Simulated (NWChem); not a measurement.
Species: C$_{3}$H$_{6}$Cl cation

```xyz
10

C     -1.2726     1.0681    -0.0630
C      0.0019     0.3568     0.0396
C      1.2973     1.0341    -0.0252
Cl    -0.0229    -1.3000     0.2392
H     -1.5143     1.4038     0.9814
H     -1.1716     2.0029    -0.6517
H     -2.1143     0.4338    -0.3984
H      1.5451     1.1049    -1.1186
H      2.1210     0.4730     0.4542
H      1.2261     2.0846     0.3243
```
Atoms are numbered in this order, from 1.

Computed with NWChem. All runs use the structure optimised with PBE-D3(BJ)/def2-SVP. Atomic charges in e: unrestrained fits to the electrostatic potential beside Mulliken populations; buried atoms are poorly determined by the fit.

Predict the results for B3LYP/def2-SVP. Quantities: ESP C1; Mulliken C1; ESP C2; Mulliken C2; ESP C3; Mulliken C3; ESP Cl4; Mulliken Cl4; relative RMS misfit of the potential (%).


```json
{
  "ESP C1": "-0.23",
  "Mulliken C1": "0.06",
  "ESP C2": "0.35",
  "Mulliken C2": "-0.11",
  "ESP C3": "-0.24",
  "Mulliken C3": "0.06",
  "ESP Cl4": "0.19",
  "Mulliken Cl4": "0.21",
  "relative RMS misfit of the potential (%)": "3"
}
```
